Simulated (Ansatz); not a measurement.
Input file for Ansatz (a program for electronic structure): R-CCSD(T)/cc-pVTZ on iminoborane (SMILES B=N), a point of a bond scan (R = 0.992 Å).

Ansatz 0.2 input:
```yaml
crystal:
  periodic: [false, false, false]
  atoms:
    - {symbol: B, position_ang: [-0.00000000, -0.00000000, -0.69205561]}
    - {symbol: N, position_ang: [0.00000000, 0.00000000, 0.54091709]}
    - {symbol: H, position_ang: [-0.00000000, -0.00000000, -1.85891024]}
    - {symbol: H, position_ang: [0.00000000, 0.00000000, 1.53276862]}
basis:
  gaussian:
    orbitals: cc-pVTZ
    pivot_positions_ang: [[-0.00000000, -0.00000000, -0.69205561], [0.00000000, 0.00000000, 0.54091709], [-0.00000000, -0.00000000, -1.85891024], [0.00000000, 0.00000000, 1.53276862]]
magnetization: {spin_polarized: false}
correlation: {method: ccsd_t, electrons: outside_noble_gas}
scf: {lower_state_search: off}
output: {orbitals: {seedname: ./end}}
```

Q: Predict the final total energy.

A: -80.6559 hartree (reference determinant -80.3261, T1 diagnostic 0.016).
